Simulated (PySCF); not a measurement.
# C₆ coefficients of unlike pairs at PBE0

Calculated with PySCF 2.14 from the dipole response of each species, C₆(A,B) = (3/π) ∫ α_A(iu) α_B(iu) du, in atomic units, from isotropic polarisabilities. For ions this is the dispersion term alone; charge-induced terms of lower order in 1/R come first.

| species | configuration | basis | relativity | α (bohr³) | C₆ (like pair) |
| --- | --- | --- | --- | --- | --- |
| Ag³⁺ | [Kr] 4d8 (3F) | aug-cc-pwCVDZ-PP with ECP28MDF (6s6p5d3f) | core potential | 3.908 | 17.56 |
| Ir⁺ | [Xe] 4f14 5d7 6s1 (5F) | aug-cc-pwCVTZ-PP with ECP60MDF (8s8p7d4f3g) | core potential | 25.37 | 205.7 |
| B²⁺ | [He] 2s1 (2S) | aug-cc-pVQZ-DK (6s5p4d3f2g) | spin-free X2C | 7.203 | 9.697 |
| N³⁺ | [He] 2s2 (1S) | def2-QZVPPD (8s4p4d2f1g) | none | 2.123 | 2.104 |

**Question.** Estimate C₆ for B²⁺ with Ir⁺.

**Answer.** The integral gives 42.61. The combination rule 2 C_A C_B / (C_A α_B/α_A + C_B α_A/α_B) gives 43.10 and the geometric mean 44.66.

No spin-orbit coupling is included.

The other pairs:

```json
{"pair": "N³⁺, Ag³⁺", "C₆": "5.573"}
{"pair": "N³⁺, B²⁺", "C₆": "4.132"}
{"pair": "B²⁺, Ag³⁺", "C₆": "9.431"}
{"pair": "N³⁺, Ir⁺", "C₆": "20.64"}
{"pair": "Ir⁺, Ag³⁺", "C₆": "53.40"}
```
